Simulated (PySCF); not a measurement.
Computed shifts of a molecule CH6Cl2OSi2, PySCF with PBE/pcSseg-1, GIAO, gas phase, equivalent atoms averaged, in ppm (number of nuclei): ¹³C: 11.5 (1). ²⁹Si: 52.5 (1), -27.1 (1). ¹H: 5.64 (1), 5.44 (1), 1.12 (3), 0.80 (1). References: ¹³C against TMS (σ = 182.0 ppm); ²⁹Si against TMS (σ = 335.4 ppm); ³⁵Cl against HCl (σ = 936.5 ppm); ¹⁷O against H2O (σ = 334.3 ppm); ¹H against TMS (σ = 31.49 ppm), references at their B3LYP-D3(BJ)/def2-TZVP geometries, non-relativistic (without spin–orbit terms, shifts of atoms bonded to Cl or Br come out too high). Coordinates come from a PBE0-D3(BJ)/def2-SVP optimisation. The values are those of a single conformer.

Q: Identify the compound among the candidates.
A) C[Si](Cl)(Cl)[SiH2]O
B) C[SiH2]O[SiH](Cl)Cl
C) C[Si@@H](O)[SiH](Cl)Cl
D) C[SiH2][Si](O)(Cl)Cl

A: A, C[Si](Cl)(Cl)[SiH2]O
